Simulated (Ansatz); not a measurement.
`C[NH][GeH3]` + CH₄ → `[CH3][GeH3]` + CH₃NH₂  (formal exchange of groups at a Ge–N bond)

Program: Ansatz. Geometries: PBE0-D4/def2-TZVP. ΔE: electronic, gas phase. CCSD(T)/CBS adds triple-zeta CCSD(T) − MP2 to the extrapolated MP2 energy (def2 sets, frozen cores). This one scheme is used for every species. Functionals use def2-TZVPP. For Ge outer-core shells are correlated without core-valence functions, which leaves a few kJ/mol of doubt a bond. Scalar relativity is left out up to krypton.

`C[NH][GeH3]`:

```xyz
10

C    -0.321    0.007    1.366
N     0.634    0.281    0.310
Ge    0.094    0.033   -1.430
H     0.074    0.343    2.329
H    -0.602   -1.052    1.469
H    -1.239    0.573    1.184
H     1.533   -0.138    0.502
H     1.305    0.327   -2.328
H    -1.052    1.025   -1.690
H    -0.426   -1.399   -1.712
```

CH₄:

Cartesian coordinates in Å:
```
C 0.000 0.000 0.000
H -1.074 -0.172 0.061
H 0.514 -0.669 0.689
H 0.218 1.034 0.267
H 0.342 -0.192 -1.017
```

`[CH3][GeH3]`:

Z-matrix (Å, degrees):
```
C
Ge 1 1.953
H 1 1.091 2 110.3
H 1 1.090 2 110.3 3 120.0
H 1 1.090 2 110.3 3 -120.0
H 2 1.539 1 110.4 3 -59.8
H 2 1.539 1 110.4 3 60.2
H 2 1.539 1 110.4 3 -179.8
```

CH₃NH₂:

Z-matrix (Å, degrees):
```
C
N 1 1.453
H 1 1.092 2 109.4
H 1 1.100 2 115.4 3 -121.6
H 1 1.092 2 109.4 3 116.8
H 2 1.012 1 110.6 3 62.6
H 2 1.012 1 110.6 3 -179.3
```

**Question.** Is it downhill or uphill in electronic energy at CCSD(T)/CBS, and by how much? (An estimate is asked.)

**Answer.** Ansatz gave: Uphill: ΔE = +16.4 kJ/mol.

**Question.** What do these levels give: revPBE, BLYP, r2SCAN, PBE0, HF/def2-SVP, MP2/def2-SVP? (Best estimate.)

**Answer.** The calculation gave: revPBE 11.2, BLYP 16.0, r2SCAN 16.6, PBE0 11.8, HF/def2-SVP 20.3, MP2/def2-SVP 25.4 kJ/mol.

**Question.** What do rigid-rotor, harmonic-oscillator terms from PBE0-D4/def2-TZVP frequencies (298.15 K, 1 bar) make of the CCSD(T)/CBS value? (Estimate.)

**Answer.** The calculation gave: ΔZPE = +4.2 kJ/mol, ΔH = +19.1 kJ/mol, ΔS = 14 J/(mol·K), ΔG = +15.0 kJ/mol.

Largest T1 diagnostic among the species: 0.011.

Leaving LDA and LC-ωPBE aside and taking each functional with its dispersion term where it has one, the values, not all of them listed here, spread over 6.9 kJ/mol, from PBE0-D4 to BLYP-D4. At CCSD(T), def2-SVP lies +7.5 kJ/mol from the extrapolated value and def2-TZVPP +0.4 kJ/mol.
